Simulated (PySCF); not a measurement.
**A survey of ³¹P NMR shifts**

[PySCF: GFN2-xTB structure; GIAO PBE0/pcSseg-1 shieldings; single conformer; gas phase; relativity neglected; averaged over atoms made equivalent by symmetry, fast rotation or ring inversion]

Shieldings were converted by a linear fit to measured shifts: ³¹P: δ = 270.09 − 0.828σ (rms 18.1 ppm, 64 shifts vs H3PO4, solution or neat liquid). A few per cent of atoms miss by over 2 rms, more outside the fitted compound classes.

Question: Give the ³¹P shifts of `CCC1=C[P@]1(=S)C(F)(F)F`, `C=C[C@@H]1C[P@@]1(=O)P`, `C=C[C@@H]1C[P@@]1(=O)P`.

Answer: 
```
                                             compound                                               environment  δ (ppm)
                              CCC1=C[P@]1(=S)C(F)(F)F         phosphorus bonded to 3 C, S, in a 3-membered ring    -72.9
[CH2:1]=[CH:2][C@@H:3]1[CH2:4][P@@:5]1(=[O:6])[PH2:7]  P5: phosphorus bonded to 2 C, O, P, in a 3-membered ring    -56.2
[CH2:1]=[CH:2][C@@H:3]1[CH2:4][P@@:5]1(=[O:6])[PH2:7]                           P7: phosphorus bonded to P, 2 H   -141.0
[CH2:1]=[CH:2][C@@H:3]1[CH2:4][P@@:5]1(=[O:6])[PH2:7]  P5: phosphorus bonded to 2 C, O, P, in a 3-membered ring    -56.1
[CH2:1]=[CH:2][C@@H:3]1[CH2:4][P@@:5]1(=[O:6])[PH2:7]                           P7: phosphorus bonded to P, 2 H   -141.0
```

Question: Order these by ³¹P shift, lowest first.
A. Cc1ccc(C(F)(F)F)pc1
B. C[Si@@]1(P)C[C@H](CO)[SiH2]O1
C. C=C[P@@]1(=S)C[C@@H]1C(F)(F)F
D. [SiH3][Si@H](P)[SiH2]CCl

Answer: D (-237.0 ppm, phosphorus bonded to Si, 2 H), B (-219.1 ppm, phosphorus bonded to Si, 2 H), C (-67.1 ppm, phosphorus bonded to 3 C, S, in a 3-membered ring), A (196.7 ppm, phosphorus bonded to 2 C, in a 6-membered ring).
